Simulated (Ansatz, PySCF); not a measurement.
Gas-phase reaction (SMILES): [NH2][Al]([Cl])[Cl] + Cl (HCl) -> [Cl][Al]([Cl])[Cl] + N (NH3); hydrogen chloride cleaves one Al-N bond, a model of a ligand-exchange step.

Each molecule is optimised on its own at B3LYP-D3(BJ)/def2-TZVP (Ansatz, an electronic-structure program), one conformer each, not searched for the lowest. Cores are frozen in the correlated levels unless marked. Spin-orbit coupling is left out. Non-relativistic. CBS marks a two-point X^-3 extrapolation of the correlation energy; Hartree-Fock from the larger set. Thermal terms are rigid-rotor harmonic-oscillator values from B3LYP-D3(BJ) frequencies (Ansatz or PySCF) at 298.15 K and 1 atm. 1 Eh = 627.5095 kcal/mol.

| species | E, CCSD(T)/CBS(cc-pV(T+d)Z,cc-pV(Q+d)Z) (Ansatz) (Eh) | E, PBE/def2-TZVPD (Ansatz) (Eh) | H - E (Eh) |
|---|---|---|---|
| [NH2][Al]([Cl])[Cl] | -1217.65891 | -1218.45346 | 0.03578 |
| Cl (HCl) | -460.37849 | -460.62833 | 0.01000 |
| [Cl][Al]([Cl])[Cl] | -1621.55610 | -1622.59388 | 0.01106 |
| N (NH3) | -56.50369 | -56.51037 | 0.03799 |

Question: Work out ΔE and ΔH at 298.15 K at the first level, then ΔH at the second.

Answer: 
1. ΔE = [(-1621.55610) + (-56.50369)] - [(-1217.65891) + (-460.37849)] = -0.02239 Eh = -14.0 kcal/mol at CCSD(T)/CBS(cc-pV(T+d)Z,cc-pV(Q+d)Z).
2. The terms H - E add up to 0.00327 Eh, so ΔH = (-0.02239 + (0.00327))×627.5095 = -12.0 kcal/mol.
3. At PBE/def2-TZVPD the same steps give ΔE = -14.1 and ΔH = -12.0 kcal/mol, a shift of +0.0 from the first level.
4. These values are not checked against measurement here, since the tables used lack a sound gas-phase enthalpy of formation for at least one species.
